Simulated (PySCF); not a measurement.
Gas-phase reaction: SnH2F2 + 3 SnF4 = 4 SnF3 + 2 HF

Energies from PySCF, thermal terms from the rigid-rotor harmonic-oscillator model, ideal gas at 1 bar. † marks an energy on the PBE0/def2-TZVP geometry and frequencies; other levels use their own. MP2 and CCSD(T) freeze the core. Open shells (unrestricted): SnF3 (multiplicity 2); the rest are closed-shell singlets. B3LYP is the form with VWN-RPA correlation. Sn: scalar-relativistic def2 core potential, no spin-orbit coupling. SnH2F2, SnF3: computed as isolated molecules; such fragments, hydroxides, amides, oligomers or adducts are transient or little studied in the gas. MP2 isn't extrapolated to the basis-set limit; its ΔH°(298 K) is 389.7 kJ in def2-SVP and 373.8 kJ in def2-TZVPP. CCSD(T) isn't extrapolated to the basis-set limit; its ΔH°(298 K) is 377.9 kJ in def2-SVP and 375.6 kJ in def2-TZVPP. The harmonic model lacks anharmonicity and excited electronic states, which grow with temperature; levels with a mode under 35 cm⁻¹ are left out.

| level | ΔE electronic, kJ | ΔH°(298 K), kJ | ΔS°(298 K), J/K | ΔG°(600 K), kJ |
|---|---|---|---|---|
| B3LYP/def2-TZVP† | 279 | 284 | 346 | 77 |
| CCSD(T)/def2-SVP† | 373 | 378 | 346 | 171 |
| HF/def2-TZVP† | 283 | 288 | 346 | 81 |
| MP2/def2-SVP† | 384 | 390 | 346 | 183 |
| PBE/def2-SVP | 274 | 279 | 346 | 72 |
| PBE0/def2-QZVP† | 302 | 307 | 346 | 100 |
| PBE0/def2-SVP† | 294 | 300 | 346 | 92 |
| r2SCAN/def2-TZVP† | 306 | 311 | 346 | 104 |
| ωB97M-V/def2-TZVP† | 346 | 351 | 346 | 144 |
| ωB97X-V/def2-TZVP† | 380 | 386 | 346 | 179 |
ΔH° is lowest at PBE/def2-SVP and highest at MP2/def2-SVP†. No reference value is set beside these.
